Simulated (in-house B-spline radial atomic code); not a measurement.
**Binding energies in S VII (S6+)**

NIST's tabulated ground configuration is [He] 2s2 2p6; each binding energy is the energy of the ion with one electron taken from that subshell, relaxed, less that of the parent. Computed with a radial B-spline atomic code at the basis-set limit: Dirac-Hartree-Fock, average of configuration, Fermi nucleus of rms radius 3.2611 fm. Energies include first-order Breit, QED and recoil terms.

```json
{"subshell": "1s", "X-ray name": "K", "binding energy (eV)": "2595.3", "-ε (eV)": "2618.5", "relaxation (eV)": "20.9"}
{"subshell": "2s", "X-ray name": "L1", "binding energy (eV)": "344.2", "-ε (eV)": "346.7", "relaxation (eV)": "2.4"}
{"subshell": "2p1/2", "X-ray name": "L2", "binding energy (eV)": "280.6", "-ε (eV)": "283.9", "relaxation (eV)": "3.1"}
{"subshell": "2p3/2", "X-ray name": "L3", "binding energy (eV)": "279.4", "-ε (eV)": "282.5", "relaxation (eV)": "3.1"}
```

Relaxation = -ε minus the binding energy without Breit, QED and recoil terms.

Emission lines follow as differences of binding energies, with λ = 12398.42 eV·Å / E:

```csv
line,holes,energy (eV),wavelength (Å)
K-L3,1s → 2p3/2,2315.9,5.3536
K-L2,1s → 2p1/2,2314.7,5.3564
```

Task: What screening constant σ does Moseley's law, E = (3/4)·13.6057 eV·(Z - σ)², need for K-L3?

Result: σ = 0.94.

Task: What does it cost to remove both a 1s and a 2p3/2 electron?

Result: 2941.2 eV, which is 66.52 eV more than the two single binding energies together.

Task: What does it cost to remove both a 2p3/2 and a 2p1/2 electron?

Result: 610.38 eV, which is 50.4 eV more than the two single binding energies together.

Task: What does it cost to remove both a 1s and a 2p1/2 electron?

Result: 2942.8 eV, which is 66.93 eV more than the two single binding energies together.
